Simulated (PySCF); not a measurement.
Level of theory and adiabatic energies of losing or gaining an electron: cyanoallene

Structure: `C=C=CC#N` (C4H3N).

All levels share the PBE0-D3(BJ)/def2-SVP structures and the PBE0-D3(BJ)/def2-SVP thermal terms; only the single-point energies (PySCF) change. Values are adiabatic energies of losing or gaining an electron (0 K, eV).

Measured (NIST Chemistry WebBook): adiabatic ionisation energy 10.10 eV.

```tsv
level	ionisation energy to the radical cation	time
BLYP-D3(BJ)/def2-SV(P)	9.61	27 s
TPSS-D3(BJ)/6-31G (grid 3)	9.65	33 s
BLYP/pcseg-1	9.73	24 s
ωB97X-D3(BJ)/ma-def2-TZVP	10.18	–
```

Times are wall times for all single points of a level on 1 thread of Arm Neoverse V2, a shared host; the dash marks the run that also made the structures. BLYP, TPSS ran on a slower path of this set-up, which computes the density-fitting integrals anew in every SCF cycle while the other levels store them. So the times needn't show the usual order of cost, and those levels read slower than they are.

The spread: 0.57 eV, from 9.61 to 10.18.

---

**bromotrimethylsilane: adiabatic energies of losing or gaining an electron at several levels**

Structure: `C[Si](C)(C)Br` (C3H9BrSi).

All levels share the PBE0-D3(BJ)/ma-def2-SVP structures and the PBE0-D3(BJ)/ma-def2-SVP thermal terms; only the single-point energies (PySCF) change. Values are adiabatic energies of losing or gaining an electron (0 K, eV).

Measured (NIST Chemistry WebBook): adiabatic ionisation energy 10.00 eV.

```
                    level  ionisation energy to the radical cation
  ωB97X-D3(BJ)/def2-TZVPD                                     9.86
ωB97X-D3(BJ)/ma-def2-TZVP                                     9.86
```

The spread: 0.01 eV, from 9.86 to 9.86.

Note: spin-orbit coupling is left out of the energies, which matters for open shells on the heavier atoms; atoms from Ga to Kr are treated without relativity; C1 and C4 are equivalent in the parent, but the relaxed radical cation is symmetry-broken (C3v to Cs), as a Jahn-Teller-type distortion or an artefact of the method; its spin populations, distances and adiabatic value belong to that structure.

Differences come from unrounded values, so a last digit can differ from that of the printed terms.

---

Level of theory and adiabatic energies of losing or gaining an electron: carbonyl sulfide

Structure: `O=C=S` (COS).

All levels share the PBE0-D3(BJ)/ma-def2-SVP structures and the PBE0-D3(BJ)/ma-def2-SVP thermal terms; only the single-point energies (PySCF) change. Values are adiabatic energies of losing or gaining an electron (0 K, eV).

Measured (NIST Chemistry WebBook): adiabatic ionisation energy 11.18 eV.

```tsv
level	ionisation energy to the radical cation
BLYP-D3(BJ)/ma-def2-TZVP (grid 3)	10.99
ωB97X-D3(BJ)/ma-def2-TZVP	11.20
```

The spread: 0.20 eV, from 10.99 to 11.20.

Differences come from unrounded values, so a last digit can differ from that of the printed terms.
